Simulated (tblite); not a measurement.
C₅H₉ClOSi.
Atom-mapped SMILES: `[OH:1][C@@H:2]1[CH:3]=[CH:4][C@H:5]([Cl:6])[C@H:7]1[SiH3:8]` (hydrogens: H9 on O1; H10 on C2; H11 on C3; H12 on C4; H13 on C5; H14 on C7; H15, H16, H17 on Si8)

Computed with GFN2-xTB (tblite), gas phase: L-BFGS steps from a force-field or distance-geometry start until the largest atomic force falls under 0.01 eV/Å.

Geometry at step 5:
```
atom  x, y, z in Å
O1      0.1600    2.2092   -0.7860
C2     -0.1502    0.8411   -0.8372
C3     -1.6290    0.5780   -0.7507
C4     -1.9121   -0.3790    0.1142
C5     -0.6688   -0.9521    0.7158
Cl6    -0.8404   -1.1603    2.4891
C7      0.4433    0.0398    0.3500
Si8     2.1698   -0.7186    0.0543
H9     -0.3498    2.5716   -0.0512
H10     0.2327    0.4805   -1.7934
H11    -2.3332    1.1562   -1.3247
H12    -2.8932   -0.7386    0.3693
H13    -0.4804   -1.9517    0.3207
H14     0.5329    0.7596    1.1711
H15     3.1091    0.3493   -0.2601
H16     2.5649   -1.4216    1.2685
H17     2.0373   -1.6514   -1.0597
```

**Question.** What forces act on the atoms?

**Answer.** 
```tsv
atom	Fx (eV/Å)	Fy (eV/Å)	Fz (eV/Å)
O1	-0.044	-0.021	-0.002
C2	0.008	0.021	0.027
C3	-0.062	0.030	0.032
C4	-0.019	-0.011	0.008
C5	0.007	0.009	0.033
Cl6	0.032	-0.002	-0.015
C7	-0.128	0.041	0.015
Si8	-0.179	0.060	0.006
H9	0.127	0.176	-0.008
H10	0.126	0.023	-0.143
H11	0.047	-0.029	-0.021
H12	0.037	-0.073	0.030
H13	0.038	-0.110	0.034
H14	-0.047	-0.025	0.054
H15	0.018	0.047	-0.015
H16	0.030	-0.045	0.067
H17	0.009	-0.092	-0.101
```

The largest, 0.22 eV/Å, acts on H9; the rms over all components is 0.064 eV/Å. The forces sum to zero within rounding, as they must for an isolated molecule in no field.

**Question.** Give the force on H9 in Eh/bohr and in nN.

**Answer.** 0.217 eV/Å ÷ 51.422 = 0.00422 Eh/bohr, and 0.217 eV/Å × 1.602 = 0.35 nN.

**Question.** How far is this geometry from the end of the optimisation?

**Answer.** 0.025 eV above it, and 0.058 Å rms away after alignment. The bonds farthest from their final lengths, with half the difference of the two atoms' forces along the bond (positive lengthens):

| bond | now (Å) | final (Å) | force along bond (eV/Å) |
| --- | --- | --- | --- |
| Si8–H17 | 1.459 | 1.466 | +0.08 |
| C2–H10 | 1.091 | 1.098 | +0.09 |
| Si8–H16 | 1.458 | 1.462 | +0.08 |
| C7–Si8 | 1.909 | 1.904 | -0.03 |
| C2–C3 | 1.505 | 1.509 | +0.03 |
| Si8–H15 | 1.457 | 1.459 | +0.06 |

The angle farthest from its final value is C2–O1–H9, 106.1° against 108.8°.

What follows is the cost of the whole relaxation. On one thread of an Arm Neoverse N1, no GPU, shared host, this took 0.51 s wall.
